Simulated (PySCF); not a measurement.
**Peak assignment**

Geometry:
```json
{"atom": "O1", "x (Å)": "3.064", "y (Å)": "-0.464", "z (Å)": "0.195"}
{"atom": "C2", "x (Å)": "2.227", "y (Å)": "0.310", "z (Å)": "-0.192"}
{"atom": "C3", "x (Å)": "0.768", "y (Å)": "0.104", "z (Å)": "-0.038"}
{"atom": "C4", "x (Å)": "0.288", "y (Å)": "-1.048", "z (Å)": "0.595"}
{"atom": "C5", "x (Å)": "-1.081", "y (Å)": "-1.236", "z (Å)": "0.736"}
{"atom": "C6", "x (Å)": "-1.979", "y (Å)": "-0.283", "z (Å)": "0.251"}
{"atom": "C7", "x (Å)": "-1.484", "y (Å)": "0.856", "z (Å)": "-0.375"}
{"atom": "F8", "x (Å)": "-2.340", "y (Å)": "1.763", "z (Å)": "-0.836"}
{"atom": "C9", "x (Å)": "-0.120", "y (Å)": "1.066", "z (Å)": "-0.527"}
{"atom": "H10", "x (Å)": "2.511", "y (Å)": "1.263", "z (Å)": "-0.709"}
{"atom": "H11", "x (Å)": "1.013", "y (Å)": "-1.777", "z (Å)": "0.965"}
{"atom": "H12", "x (Å)": "-1.466", "y (Å)": "-2.132", "z (Å)": "1.229"}
{"atom": "H13", "x (Å)": "-3.059", "y (Å)": "-0.408", "z (Å)": "0.349"}
{"atom": "H14", "x (Å)": "0.238", "y (Å)": "1.972", "z (Å)": "-1.024"}
```

Method: geometry from PBE0-D3(BJ)/def2-SVP, σ from GIAO-KT3/pcSseg-1, spin–spin couplings from B3LYP/pcJ-1 (spin–dipole term only in couplings to heteroatoms), in PySCF 2.14 (non-relativistic, no solvent model, one conformer).

Scale: TMS for $^{13}$C, $^{1}$H (reference shieldings calculated alike).

**Question.** Assign these signals to the numbered atoms. $^{13}$C{$^{1}$H} NMR (computed): δ 176.4 (CH), 159.6 (C, d, J = 318.1 Hz), 130.0 (C, d, J = 2.4 Hz), 123.8 (CH, d, J = 4.7 Hz), 115.7 (CH), 115.4 (CH, d, J = 19.3 Hz), 113.2 (CH, d, J = 18.4 Hz).

**Answer.** 
```tsv
δ (ppm)	atoms	environment	reason
176.4	C2	aldehyde carbonyl carbon	the double bond to the heteroatom, with no lone-pair donor beside it, deshields it most
159.6	C7	aromatic carbon bearing fluorine	an ipso carbon deshielded by its heteroatom
130.0	C3	substituted aromatic carbon	–
123.8	C5	aromatic CH	–
115.7	C4	aromatic CH	–
115.4	C6	aromatic CH	–
113.2	C9	aromatic CH	–
```

C4 and C6 lie closer than the usual error of such a calculation, so a measured spectrum could show them in the other order.

**Question.** Assign these signals to the numbered atoms. $^{1}$H NMR (600 MHz, computed): δ 9.59 (s, 1H), 7.78 (dd, J = 8.7, 1.2 Hz, 1H), 7.31 (td, J = 8.9, 4.8 Hz, 1H), 7.05 (ddd, J = 9.1, 8.5, 2.4 Hz, 1H), 6.95 (ddd, J = 8.2, 2.4, 1.2 Hz, 1H).

**Answer.** 
```tsv
δ (ppm)	atoms	environment	reason
9.59	H10	hydrogen on an aldehyde carbonyl carbon	the C=O anisotropy and electron withdrawal place aldehyde protons far downfield
7.78	H11	hydrogen on an aromatic CH	ring current plus the deshielding of an ortho carbonyl group
7.31	H12	hydrogen on an aromatic CH	–
7.05	H13	hydrogen on an aromatic CH	–
6.95	H14	hydrogen on an aromatic CH	–
```

H13 and H14 lie closer than the usual error of such a calculation, so a measured spectrum could show them in the other order.

C–F couplings over four or more bonds (about 3 Hz to the para carbon of a fluoroarene) are left out. Common functionals overestimate the size of one-bond C–F couplings by tens of Hz; these are unscaled. Splittings below 1 Hz are ignored in the labels, and close J values are merged. Unscaled 3J(H,H) at this level run about 10 % above measured values. Shifts are as computed, not scaled to solution data. Of 1211 compounds with measured shifts, 218 miss one by over three times the rms of a fit or turn the order of signals round; such compounds aren't used in these exercises.
